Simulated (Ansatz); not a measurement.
C12H10O2S⁻, that is diphenyl sulfone with one electron more. Total charge -1; doublet. Geometry r2SCAN-D4/def2-SVP; atoms count from 1.

```csv
atom,x (Å),y (Å),z (Å)
O1,0.174,2.882,0.344
S2,-0.727,1.707,0.248
O3,-2.198,1.871,0.348
C4,-0.397,0.927,-1.292
C5,-1.358,0.049,-1.864
C6,-1.021,-0.720,-2.970
C7,0.270,-0.652,-3.539
C8,1.219,0.225,-2.969
C9,0.902,1.003,-1.862
C10,-0.246,0.584,1.512
C11,1.105,0.544,1.950
C12,1.529,-0.473,2.796
C13,0.638,-1.480,3.229
C14,-0.704,-1.433,2.793
C15,-1.148,-0.425,1.947
H16,-2.361,0.017,-1.430
H17,-1.775,-1.381,-3.413
H18,0.527,-1.260,-4.412
H19,2.219,0.304,-3.411
H20,1.625,1.699,-1.428
H21,1.784,1.338,1.627
H22,2.569,-0.484,3.142
H23,0.979,-2.276,3.897
H24,-1.414,-2.195,3.136
H25,-2.191,-0.370,1.621
```

The highest occupied level of the relaxed charge -1 doublet lies above zero (up to 0.93 eV). By energy differences its removal costs 0.33 eV (each at its own geometry, to the charge 0 singlet, at PBE0-D4/def2-SVP); self-interaction error and the lack of diffuse functions both raise the level.

Q: Estimate the Mulliken populations from the PBE0/def2-SVP orbitals of Ansatz.

A: 
| atom | charge (e) | spin (α − β) |
| --- | --- | --- |
| O1 | -0.53 | 0.00 |
| S2 | 0.77 | 0.08 |
| O3 | -0.53 | 0.00 |
| C4 | -0.14 | 0.11 |
| C5 | -0.02 | 0.13 |
| C6 | -0.03 | -0.08 |
| C7 | -0.06 | 0.26 |
| C8 | -0.03 | -0.08 |
| C9 | -0.02 | 0.13 |
| C10 | -0.14 | 0.11 |
| C11 | -0.02 | 0.13 |
| C12 | -0.03 | -0.08 |
| C13 | -0.06 | 0.26 |
| C14 | -0.03 | -0.08 |
| C15 | -0.02 | 0.13 |
| H16 | 0.01 | -0.01 |
| H17 | -0.02 | 0.00 |
| H18 | -0.03 | -0.01 |
| H19 | -0.02 | 0.00 |
| H20 | 0.01 | -0.01 |
| H21 | 0.01 | -0.01 |
| H22 | -0.02 | 0.00 |
| H23 | -0.03 | -0.01 |
| H24 | -0.02 | 0.00 |
| H25 | 0.01 | -0.01 |
Mulliken values and Mayer orders depend strongly on the basis.

Q: Where does the spin sit?

A: Summed by element: O 0.01, S 0.08, C 0.95, H -0.04, of 1 unpaired in all. Largest on single atoms: C7 0.26, C13 0.26, C11 0.13.

Q: And the Mayer bond orders between bonded heavy atoms (over 0.3)?

A: O1–S2 1.61 (1.48 Å); S2–O3 1.61 (1.48 Å); S2–C4 0.91 (1.76 Å); S2–C10 0.91 (1.76 Å); C4–C5 1.28 (1.42 Å); C4–C9 1.27 (1.42 Å); C5–C6 1.47 (1.39 Å); C6–C7 1.32 (1.41 Å); C7–C8 1.31 (1.41 Å); C8–C9 1.47 (1.39 Å); C10–C11 1.28 (1.42 Å); C10–C15 1.27 (1.42 Å); C11–C12 1.47 (1.39 Å); C12–C13 1.32 (1.41 Å); C13–C14 1.31 (1.41 Å); C14–C15 1.47 (1.39 Å).
